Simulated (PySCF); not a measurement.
1-(chloromethyl)-1-fluorocyclopropane (C4H6ClF), SMILES FC1(CCl)CC1. Atoms are numbered in the order given.

```xyz
12

F     -0.6134     0.7638     1.3929
C     -0.6547    -0.0961     0.3188
C      0.6553    -0.7919     0.0988
Cl     1.9303     0.3234    -0.5353
C     -1.9554    -0.8254     0.0977
C     -1.5344     0.3088    -0.8243
H      1.0310    -1.2080     1.0536
H      0.5412    -1.6125    -0.6338
H     -1.9322    -1.8615    -0.2751
H     -2.7480    -0.6126     0.8311
H     -1.1975     0.0790    -1.8471
H     -2.0544     1.2715    -0.7099
```
Charge 0, spin multiplicity 1.

Geometry: PBE-D3(BJ)/def2-SVP. Other conformers were not sampled.

Calculation: PySCF with HF/pcSseg-1.

GIAO shieldings, no solvent; atoms listed in one row are averaged. δ = σ(ref) − σ: ¹⁹F against CFCl3 (σ = 238.5 ppm); ¹³C against TMS (σ = 192.6 ppm); ³⁵Cl against HCl (σ = 958.2 ppm); ¹H against TMS (σ = 31.99 ppm), references at their B3LYP-D3(BJ)/def2-TZVP geometries, non-relativistic (without spin–orbit terms, shifts of atoms bonded to Cl or Br come out too high).

| nucleus | atoms | count | δ (ppm) |
|---|---|---|---|
| ¹⁹F | F1 | 1 | -178.4 |
| ¹³C | C2 | 1 | 70.3 |
| ¹³C | C3 | 1 | 54.8 |
| ¹³C | C5 | 1 | 14.8 |
| ¹³C | C6 | 1 | 12.8 |
| ³⁵Cl | Cl4 | 1 | 40.6 |
| ¹H | H7 | 1 | 4.78 |
| ¹H | H8 | 1 | 3.11 |
| ¹H | H12 | 1 | 1.83 |
| ¹H | H10 | 1 | 1.80 |
| ¹H | H11 | 1 | 1.30 |
| ¹H | H9 | 1 | 1.08 |
